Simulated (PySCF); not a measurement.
# [Er(BH4)2]+ at several levels of theory

Computed with PySCF 2.14.0 (density fitting, no spin-orbit coupling) at the geometry relaxed with PBE0:

```xyz
11
[Er(BH4)2]+ (singlet in the valence; each metal's 4f electrons, 11 of them, lie in its core potential, out of spins and levels)
Er    0.0001   -0.0001   -0.2839
B     2.0266   -0.0268    0.8826
H     3.0196   -0.0327    1.5505
H     1.2011   -0.9448    1.1884
H     2.1945   -0.1517   -0.3615
H     1.3347    1.0346    1.0042
B    -2.0266    0.0269    0.8824
H    -3.0194    0.0327    1.5507
H    -1.2010    0.9447    1.1882
H    -2.1948    0.1517   -0.3616
H    -1.3347   -1.0346    1.0040
```

```csv
level,basis,state,HOMO (eV),gap (eV),charge on Er1 (e),population of f-type functions on Er1 (polarisation alone where 4f lies in the core),dipole about the centre of mass (D),largest force component (eV/Å)
PBE0,"Er lcecp-1-SVP with ECP57, B def2-SVP, H def2-SVP",singlet,-14.11,6.32,0.96,0.04,3.91,0.02
PBE0,"Er lcecp-1-TZVP with ECP57, B def2-TZVP, H def2-TZVP",singlet,-14.12,6.37,1.19,0.04,3.86,0.28
```

In the lcecp rows the 4f levels are missing from HOMO and gap, and the state counts the valence alone.

Charges are Mulliken's, which hang on the basis. The relaxation used the grid (50, 194), these runs (75, 302) or, all-electron (x2c bases, spin-free X2C Hamiltonian), (99, 590).

Task: A further run in the first row's basis gives HOMO (eV) -12.78, gap (eV) 5.01, charge on Er1 (e) 1.26, population of f-type functions on Er1 (polarisation alone where 4f lies in the core) 0.03, dipole about the centre of mass (D) 4.08, largest force component (eV/Å) 0.27. Which level was it?
A. BLYP
B. M06-L

Result: B. The others give HOMO -12.58 eV (BLYP).

In the first row's basis the gap widens with exact exchange: 3.9 to 5.0 eV for BLYP, M06-L (none); 6.3 eV for PBE0 (a fixed share).

A frequency check found unstable modes (1, the lowest at -44 cm⁻¹), so the relaxed geometry is probably a saddle point. An lcecp potential fixes the number of 4f electrons, so in runs with it no electron can move into or out of that shell.
